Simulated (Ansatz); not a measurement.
Results of the Gaussian-basis code of Ansatz.

A structure relaxed at PBE0-D4/def2-TZVP, charge 0, multiplicity 1:

```xyz
10

C    -1.6197   -0.4142    0.8287
O    -0.4773   -0.6786    0.0422
Si    0.6011    0.4359   -0.4415
C     2.1297   -0.0086   -1.1828
N     2.2942    0.3256    0.0520
H    -2.4406   -1.0368    0.4692
H    -1.4190   -0.6616    1.8744
H    -1.9266    0.6361    0.7684
H    -0.0289    1.7663   -0.5259
H     2.8872   -0.3641   -1.8848
```

Q: Give its formula and SMILES.

A: C2H5NOSi, `CO[SiH]1C=N1`.

Q: Summarise the bond lengths by kind.

A: 1 × C–O 1.412 Å; 4 × C–H 1.091 to 1.096 Å; 1 × O–Si 1.624 Å; 1 × C–Si 1.756 Å; 1 × N–Si 1.767 Å; 1 × H–Si 1.474 Å; 1 × C–N 1.290 Å.
